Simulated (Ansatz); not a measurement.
`C=N[SiH](C)F` + H₂ → `C=N[SiH2]F` + CH₄ at 400 K and 1 bar (hydrogenolysis of the Si–C bond).

Isolated molecules relaxed with PBE0-D4/def2-TZVP in Ansatz; ΔE leaves out vibrations. CCSD(T)/CBS adds triple-zeta CCSD(T) − MP2 to the extrapolated MP2 energy (def2 sets, frozen cores). This one scheme is used for every species. Each species was taken in one conformer, which may not be the lowest.

```tsv
species	CCSD(T)/CBS energy (Eh)	H − E (kJ/mol)	S (J/(mol·K))
`C=N[SiH](C)F`	-523.36588	241.5	375.3
H₂	-1.17544	38.0	139.0
`C=N[SiH2]F`	-484.08456	158.8	328.8
CH₄	-40.46206	131.3	197.2
```

H − E and S are ideal-gas, rigid-rotor, harmonic terms from PBE0-D4/def2-TZVP, for one conformer and one mirror image of each species. For small species the MP2-based limit differs from directly extrapolated CCSD(T) by up to some mEh (0.8 for H₂); such offsets cancel only in part. 1 Eh = 2625.50 kJ/mol, R = 8.31446 J/(mol·K).

By hand: ΔE, ΔH, ΔS and ΔG.

ΔE = (-484.08456) + (-40.46206) − (-523.36588) − (-1.17544) = -0.00530 Eh = -13.9 kJ/mol. Δ(H − E) = 158.8 + 131.3 − 241.5 − 38.0 = 10.6, so ΔH = -3.3 kJ/mol. ΔS = 328.8 + 197.2 − 375.3 − 139.0 = 11.7 J/(mol·K). ΔG = -3.3 − 400 × (11.7)/1000 = -8.0 kJ/mol.

By hand: the equilibrium constant, and the temperature at which ΔG would vanish if ΔH and ΔS stayed fixed.

log₁₀ K = −ΔG/(RT ln 10) = 1.0. ΔH and −TΔS have one sign here, so there is no such temperature. One of them is within its doubt of zero, so this could turn.

TΔS isn't small against ΔH here. A doubt of 5 kJ/mol in ΔE shifts log₁₀ K by 0.7 here. Other conformers and mirror images would add mixing entropy, several J/(mol·K) or more a flexible species. These are equilibria of isolated gas molecules and say nothing of rates. Largest T1 diagnostic: 0.013 (customary marks: 0.02 for closed shells, 0.045 for open ones).
